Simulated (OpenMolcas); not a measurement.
A calculation on Br²⁺.

```
Program             : OpenMolcas 26.06
Method              : CASSCF
Basis               : ANO-RCC-VQZP [7s6p4d2f1g]
Scalar Hamiltonian  : DKH2, point nucleus
Active space        : 5 electrons in 4 orbitals (4s 4p)
State averaging     : 2S+1 = 4 odd, 1 root; 2S+1 = 2 odd, 8 roots
Spin-orbit coupling : RASSI with atomic mean-field integrals over the reference wave functions, term energies averaged over their components
```

**Question.** Which level of the active space comes out lowest?

**Answer.** 4s2 4p3 4S* 3/2, with 99 % of that term; it is also the measured ground level.

**Question.** How high does 4s2 4p3 2D* 5/2 lie?

**Answer.** 20707 cm-1 above the lowest level.

**Question.** How high does 4s2 4p3 2P* 3/2 lie?

**Answer.** 30462 cm-1 above the lowest level; measured 28579 cm-1 above the ground level, so the calculation is off by +7 %.

**Question.** How high does 4s2 4p3 2D* 3/2 lie?

**Answer.** 19640 cm-1 above the lowest level.

Measured values: Moore, Atomic Energy Levels, vol. II, NSRDS-NBS 35 (1971 reprint of NBS Circular 467, 1952).

Computed and measured levels are paired by configuration, term and J; levels that our copy of the source lacks, or whose pairing is in doubt (as where it misses far off the trend of its configuration), stay unpaired and out of the deviations. Levels of configurations outside the active space are missing.

* marks odd parity.
